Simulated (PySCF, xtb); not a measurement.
4-methylidene-2,3-dihydropyrrole (C5H7N), SMILES C=C1C=NCC1. The values are those of a single conformer.

Harmonic wavenumbers (cm⁻¹) from GFN2-xTB run with xtb at its own minimum, in rising order: 101, 287, 338, 513, 630, 672, 789, 816, 884, 894, 909, 938, 997, 1021, 1026, 1133, 1167, 1200, 1230, 1266, 1279, 1409, 1446, 1466, 1657, 1713, 2946, 2974, 2983, 3000, 3102, 3104, 3128.

Question: What does PBE-D3(BJ)/def2-SVP run with PySCF give at its own minimum? (An estimate is asked for; the answer gives what the named calculation found.)

Answer: 65, 293, 341, 509, 633, 679, 776, 778, 869, 869, 907, 918, 941, 971, 1005, 1139, 1183, 1208, 1223, 1270, 1289, 1378, 1382, 1405, 1622, 1672, 2972, 2996, 3010, 3044, 3075, 3077, 3174. Paired by order, the mean absolute difference is 24 cm⁻¹ and the zero-point energies are 67.2 and 66.7 kcal/mol.
